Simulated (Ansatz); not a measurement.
This geometry of C2H5AlClF (10 atoms, charge 0, multiplicity 1) is a first-order saddle point.

Theory: RKS PBE0/6-31G* (Ansatz).

```xyz
10
Properties=species:S:1:pos:R:3
F -1.122 2.249 0.060
Al -0.464 1.186 1.152
C 0.132 -0.534 0.425
C 0.148 -0.591 -1.109
Cl 1.805 -0.829 -1.772
H -0.382 1.652 2.668
H -0.497 -1.343 0.823
H 1.133 -0.744 0.823
H -0.451 -1.422 -1.490
H -0.220 0.324 -1.579
```

(1) Which two structures does it join? (They come from a converged band through this point; their orientation in space is the band's.)

(2) How far does it lie above each of them?

Answers

(1) Bonds formed: Al2–Cl5. The dihedral H7–C3–C4–H9 goes from 61 to -111°.

Initial state:

```xyz
10
Properties=species:S:1:pos:R:3
F -1.808 1.850 0.233
Al -0.791 0.976 1.208
C 0.397 -0.345 0.368
C 0.283 -0.445 -1.134
Cl 1.409 -1.681 -1.833
H -0.845 1.268 2.767
H 0.193 -1.322 0.829
H 1.429 -0.100 0.655
H -0.717 -0.745 -1.456
H 0.534 0.494 -1.633
```

Final state:

```xyz
10
Properties=species:S:1:pos:R:3
F -1.917 1.800 0.332
Al -0.488 1.128 0.856
C -0.164 -0.778 0.379
C 0.539 -0.640 -0.946
Cl 1.038 1.167 -1.156
H 0.284 1.888 2.017
H -1.080 -1.368 0.270
H 0.481 -1.264 1.119
H 1.487 -1.167 -1.056
H -0.096 -0.817 -1.813
```

(2) 17.5 kJ/mol above the first and 37.5 kJ/mol above the second. This is the barrier of this one path; another mechanism may lie lower.

The run took 110 s on 2 threads of Intel(R) Xeon(R) Platinum 8488C (Sapphire Rapids), with other jobs on the host, peak memory 0.22 GiB.
